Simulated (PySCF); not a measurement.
Match each property card to its molecule.

Structures:
1. `[SiH3]NC([SiH3])[SiH3]`
2. `C[C@@H]1CC=C(Cl)S[SiH2]1`
3. `C[Si@](O)([SiH3])C#N`
4. `C#C[C@@H]1CC[C@@]1(F)OC`

Card P (geometry GFN2-xTB):
- Rotational constants A, B, C: 2.285, 0.789, 0.637 GHz
- Static isotropic polarisability (CAM-B3LYP/def2-SVPD): 115.8 au
- Strongest line among the 8 lowest singlet transitions (TDDFT CAM-B3LYP/def2-SVPD): S1 at 5.55 eV (224 nm, f = 0.090)
- Lowest triplet excitation (Tamm–Dancoff) (TDA CAM-B3LYP/def2-SVPD): 3.77 eV
- Lowest singlet excitation (TDDFT CAM-B3LYP/def2-SVPD): 5.55 eV (224 nm, f = 0.090)
- Dipole moment (CAM-B3LYP/def2-SVPD): 3.42 D
- 13C chemical shifts (computed TMS as zero) by class (GIAO PBE0/pcSseg-1): 143.7 (1 C), 139.4 (1 C), 38.2 (1 C), 25.4 (1 C), 18.5 (1 C) ppm

Card Q (geometry GFN2-xTB):
* Rotational constants A, B, C: 2.531, 1.711, 1.176 GHz
* Static isotropic polarisability (CAM-B3LYP/def2-SVPD): 100.5 au
* Dipole moment (CAM-B3LYP/def2-SVPD): 0.89 D
* Point group: C1
* Lowest singlet excitation (TDDFT CAM-B3LYP/def2-SVPD): 5.39 eV (230 nm, f = 0.001)

Card R (geometry GFN2-xTB):
- Rotational constants A, B, C: 2.374, 1.681, 1.355 GHz
- Static isotropic polarisability (CAM-B3LYP/def2-SVPD): 84.9 au
- Isotropic shieldings of nuclei other than C and H, by class (GIAO PBE0/pcSseg-1): -92 (1 N), 300 (1 O), 367 (1 Si), 467 (1 Si) ppm
- HOMO energy (CAM-B3LYP/def2-SVPD): -9.84 eV
- Dipole moment (CAM-B3LYP/def2-SVPD): 3.43 D
- 13C chemical shifts (computed TMS as zero) by class (GIAO PBE0/pcSseg-1): 127.9 (1 C), 3.8 (1 C) ppm

Card S (geometry PBE0-D3(BJ)/def2-SVP):
- Rotational constants A, B, C: 2.067, 1.619, 1.154 GHz
- Static isotropic polarisability (CAM-B3LYP/def2-SVPD): 83.9 au
- Dipole moment (CAM-B3LYP/def2-SVPD): 1.39 D
- Point group: C1
- Lowest triplet excitation (Tamm–Dancoff) (TDA CAM-B3LYP/def2-SVPD): 5.23 eV
- 13C chemical shifts (computed TMS as zero) by class (GIAO PBE0/pcSseg-1): 113.5 (1 C), 84.8 (1 C), 79.7 (1 C), 50.2 (1 C), 36.3 (1 C), 34.7 (1 C), 21.9 (1 C) ppm
- Strongest line among the 10 lowest singlet transitions (TDDFT CAM-B3LYP/def2-SVPD): S10 at 8.54 eV (145 nm, f = 0.128)

Each SMILES stands for a single optimised conformer of the isolated species, non-relativistic unless stated. Electronic properties by PySCF. NMR classes are plain means over equivalent atoms (diastereotopic ones count apart unless rotation or inversion swaps them), as if these changed places fast.

Question: Which card belongs to which structure?

Answer: P = 2, Q = 1, R = 3, S = 4. What ties each card to its structure:
- 1 (card Q), CH11NSi3, monoisotopic mass 121.0 u, 5 heavy atoms: an asymmetric top with C = 1.176 GHz; polarisability 100.5 au for 66 electrons; dipole 0.89 D.
- 2 (card P), C5H9ClSSi, monoisotopic mass 164.0 u, 8 heavy atoms: 5 C in 5 classes; the least shielded carbon (143.7 ppm) is a vinylic C–Cl carbon; an asymmetric top with C = 0.637 GHz, the lowest such constant on the cards; polarisability 115.8 au for 86 electrons, the largest shown; dipole 3.42 D.
- 3 (card R), C2H7NOSi2, monoisotopic mass 117.0 u, 6 heavy atoms: 2 C in 2 classes; the least shielded carbon (127.9 ppm) is a cyano carbon; an asymmetric top with C = 1.355 GHz, the highest such constant on the cards; polarisability 84.9 au for 62 electrons; dipole 3.43 D.
- 4 (card S), C7H9FO, monoisotopic mass 128.1 u, 9 heavy atoms: 7 C in 7 classes; the least shielded carbon (113.5 ppm) is an sp3 C–F carbon; an asymmetric top with C = 1.154 GHz; polarisability 83.9 au for 68 electrons, the smallest shown; dipole 1.39 D.
